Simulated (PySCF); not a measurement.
## Excitation energy of Sb by level of theory

Sb [Kr] 4d10 5s2 5p3 (4S) → Sb [Kr] 4d10 5s1 5p3 5d1 (6D), as a difference of total energies. Calculation: PySCF 2.14, in aug-cc-pVQZ-DK3 (9s8p6d3f2g, 102 functions); the spin-free X2C one-electron Hamiltonian (Gaussian nucleus). Correlated levels: valence: [Kr] 4d10 frozen. The calculations carry no spin-orbit coupling.

```
           method  excitation energy (eV)
              UHF                  10.929
    MP2 (valence)                  12.079
SCS-MP2 (valence)                  12.452
   CCSD (valence)                  12.185
CCSD(T) (valence)                  12.249
```

How much does correlation contribute at CCSD(T) (valence)?

12.249 − (10.929) = 1.320 eV, measured against UHF.

A first-order spin-orbit estimate (lowest level to lowest level, LS coupling) adds -0.013 eV.

The upper state lies above the first ionisation limit, but in LS coupling its spin forbids autoionisation to the ground ion; at this Z spin-orbit coupling breaks that rule.

The promoted electron is Rydberg-like, and one or two diffuse shells describe it only roughly, which tends to raise the upper state.
